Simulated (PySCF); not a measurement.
C5H8N2 (charge +1 and doublet state).
Cartesian coordinates in Å at the GFN2-xTB level; atoms count from 1:
```xyz
15
C5H8N2 angstrom
C     -2.3951    0.4895    0.3176
C     -1.0506    0.0000    0.0804
C     -0.6587   -1.2093   -0.6158
N      0.6234   -1.2444   -0.7524
N      1.1403   -0.1596   -0.1177
C      2.5500   -0.0185   -0.0502
C      0.1879    0.6284    0.3502
H     -2.7154    1.1577   -0.4947
H     -2.4314    1.1120    1.2150
H     -3.1169   -0.3247    0.3580
H     -1.2953   -1.9626   -1.0369
H      2.9665   -0.0060   -1.0626
H      2.8259    0.8901    0.4800
H      2.9804   -0.8952    0.4451
H      0.3847    1.5506    0.8619
```

Identity: `C[C]1C=NN([CH+]1)C` [radical] (charge +1).

Computed with PySCF 2.14.0, UKS B3LYP, pcH-1 on C H N, non-relativistic, mean-field spin-orbit, GIAO. Isolated species at its GFN2-xTB geometry, gas phase. GFN2-xTB frequencies show an imaginary mode (39i cm⁻¹), so this geometry is no minimum at that level. Couplings are sensitive to structure, and on GFN2-xTB geometries they can be far from those on DFT ones, by a factor of two or more for some ions and for spin on atoms past the first row. The SCF solution wasn't tested for stability.

Problem. Match the computed a_iso(14N) values +9.8, +5.8 MHz with the sites N4; N5.

Solution. 
```csv
site,a_iso (MHz),ρ(0) (bohr⁻³),position,distance from C2 (Å),spin population,largest |T| (MHz)
N4,+5.8,+0.0179,2 bonds from C2,2.25,+0.11,12.8
N5,+9.8,+0.0303,2 bonds from C2,2.21,+0.18,21.3
```

ρ(0) is the spin density at the nucleus and T the dipolar tensor; entries for several nuclei are means. The largest Mulliken spin populations are on C2 (+0.55), N5 (+0.18), N4 (+0.11) and H8 (+0.06). The angles at C2 add up to 359.8°, so it is planar.

Examples of negative spin density at the nucleus (bohr⁻³): C1 (-0.0184), C7 (-0.0133) and C3 (-0.0120).

Nuclei that the bonding pattern makes equivalent are averaged, as if the motion that swaps them (rotation, inversion, ring flip) were fast. The three 1H nuclei of mean +85.8 MHz run from 27.9 to 171.6 MHz in the frozen geometry. The three 1H nuclei of mean +34.3 MHz run from -0.9 to 53.2 MHz in the frozen geometry.

C2, the radical centre as drawn in `C[C]1C=NN(C)[CH+]1`, holds a spin population of +0.55 out of 1.

The run took 52 s wall (with the writing of density and orbital grids) on Arm Neoverse V2, one thread, no GPU (shared host), and the process peaked at 1.0 GiB of memory.
